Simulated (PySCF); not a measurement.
Stepwise substitution at one centre (Si Br-OH). Isolated molecules, 0 K electronic values unless said otherwise. One relaxed conformer stands for each flexible species; it need not be the lowest. Strings in code marks are SMILES.

The LUMO from two functionals at the same geometries (PBE0-D4/def2-TZVP), both in PySCF: PBE-D3(BJ)/def2-TZVP and PBE0-D4/def2-TZVP. 

```tsv
species	PBE-D3(BJ)/def2-TZVP (eV)	PBE0-D4/def2-TZVP (eV)
0 of 4 Br replaced by OH	-2.51	-1.64
1 of 4 Br replaced by OH (`O[Si](Br)(Br)Br` (H–O–Si–Br torsion 180°))	-1.87	-0.97
2 of 4 Br replaced by OH (`O[Si](O)(Br)Br` (H–O–Si–Br torsion -66°, Br–Si–O–H torsion -46°))	-1.15	-0.20
```

Over these rows, drawn at random from the members with no instability flagged (it was tested for open shells, ions and some series alone), PBE minus PBE0-D4: mean -0.91 eV, from -0.95 eV to -0.87 eV.
